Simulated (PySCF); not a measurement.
# Computed spin Hamiltonian

Compound: C5H5O3 (doublet state).
Geometry (GFN2-xTB, Å), atoms numbered from 1 in this order:
```
atom  x, y, z in Å
C1     2.469    0.169   -0.036
O2     1.364   -0.609   -0.180
C3     0.227   -0.218    0.534
C4    -0.923   -1.115    0.168
C5    -1.881   -0.379   -0.384
C6    -1.433    1.033   -0.409
O7    -1.992    2.002   -0.824
O8    -0.197    1.078    0.167
H9     2.451    1.005    0.635
H10    3.162    0.096   -0.850
H11    0.449   -0.202    1.618
H12   -0.872   -2.175    0.324
H13   -2.829   -0.685   -0.781
```

The hyperfine couplings belong to this conformer and change with its torsions.

The species is `[CH2]O[C@@H]1C=CC(=O)O1` [radical].

Level of theory: UKS B3LYP, pcH-1 on C H O, non-relativistic, mean-field spin-orbit, GIAO in PySCF. The structure is a single GFN2-xTB conformer in the gas phase; no vibrational or solvent corrections. The geometry wasn't refined by DFT: couplings that depend on bond lengths, twists or pyramidal angles can differ widely from those at the functional's own minimum. No stability test was run, so a lower SCF solution isn't excluded.

- g1, g2, g3: 2.00218, 2.00328, 2.00406
- g_iso: 2.00317
- Form of g: rhombic: the two nearest values differ by 41 % of g3 − g1
- ⟨S²⟩: 0.7534 (exact 0.7500)
- α and β electrons: 30, 29
- HOMO–LUMO gap, α and β orbitals: 3.26, 5.98 eV

Hyperfine couplings atom by atom, in MHz; T1 to T3 are the principal values of the dipolar part:

| atom | isotope | a_iso | T1 | T2 | T3 | Mulliken spin population |
| --- | --- | --- | --- | --- | --- | --- |
| C1 | 13C | 119.8 | -79.5 | -77.7 | 157.2 | 0.97 |
| O2 | 17O | -28.8 | -58.7 | 28.1 | 30.6 | 0.10 |
| C3 | 13C | 1.5 | -1.8 | -1.4 | 3.2 | 0.00 |
| C4 | 13C | -1.7 | -0.6 | -0.3 | 0.9 | 0.00 |
| C5 | 13C | 0.0 | -0.6 | 0.0 | 0.6 | 0.00 |
| C6 | 13C | -0.6 | -0.4 | -0.3 | 0.6 | 0.00 |
| O7 | 17O | -0.3 | -0.4 | 0.1 | 0.3 | 0.00 |
| O8 | 17O | 0.6 | -3.1 | 1.1 | 2.0 | 0.01 |
| H9 | 1H | -54.3 | -37.3 | -0.8 | 38.1 | -0.04 |
| H10 | 1H | -49.8 | -37.1 | -1.0 | 38.1 | -0.04 |
| H11 | 1H | 11.9 | -3.8 | -3.6 | 7.4 | 0.02 |
| H12 | 1H | 0.3 | -1.5 | -1.3 | 2.9 | 0.00 |
| H13 | 1H | -0.3 | -0.7 | -0.5 | 1.2 | 0.00 |

Largest spin populations (Mulliken): C1 (+0.97) and O2 (+0.10). No atom but C1 exceeds +0.15. The angles at C1 add up to 356.6°, so it is nearly planar; its axial dipolar tensor and the negative couplings of its protons fit spin in a p orbital normal to that plane.

Axes: g3 points within 13° of the C1–H10 bond.

Under fast tumbling the dipolar parts average out, and these isotropic splittings remain: 1 × 1H (H9, I = 1/2, 2 lines) with 1.94 mT, 1 × 1H (H10, I = 1/2, 2 lines) with 1.77 mT and 1 × 1H (H11, I = 1/2, 2 lines) with 0.42 mT.

H9 and H10 aren't averaged: C1 is flat or nearly so (angle sum 357°), and its turn about the short C1–O2 bond (1.36 Å) is taken as slow.

The 17O coupling of O2 (-28.8 MHz) shows only in satellite lines or after enrichment, since that isotope makes up about 0.038 % of natural oxygen.

The 13C coupling of C1 (119.8 MHz) shows only in satellite lines or after enrichment, since that isotope makes up about 1.07 % of natural carbon.

The spin density at the nucleus, in bohr⁻³, is negative for H9 (-0.0122), H10 (-0.0111) and C4 (-0.0015), for instance. A restricted open-shell determinant has no negative spin density anywhere; here it arises because α and β orbitals differ (spin polarisation).

Time: 51 s of wall time (grids of density and orbitals included); peak memory 0.99 GiB. Hardware: Arm Neoverse V2, one thread (shared host).
